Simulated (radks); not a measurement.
Charge is removed step by step from the 3p (averaged over the sub-levels emptied) level of Sn3+, starting from [Kr] 4d10 5s1. Calculated with a radial shooting solver on a logarithmic mesh with Libxc functionals: Dirac Kohn-Sham, PBE, spin-unpolarised, spherical densities, point nucleus.

removed (e),E - E(0) (eV),eigenvalue (eV),E minus straight line (eV)
0,0.000,-728.85,0.000
0.1,73.096,-733.08,-1.931
0.2,146.62,-737.32,-3.438
0.3,220.56,-741.59,-4.520
0.4,294.93,-745.88,-5.174
0.5,369.74,-750.19,-5.398
0.6,444.97,-754.52,-5.190
0.7,520.64,-758.86,-4.548
0.8,596.75,-763.23,-3.470
0.9,673.29,-767.62,-1.955
1,750.27,-772.03,0.000

Removing the whole electron costs 750.27 eV by Delta-SCF, against 728.85 eV from minus the eigenvalue at the starting occupation. Slater's transition state (half an electron removed) gives 750.19 eV. Integrating minus the eigenvalue over the occupation (Janak's theorem) gives 750.27 eV. The mean slope of the eigenvalue, de/dn, is 43.2 eV per electron.
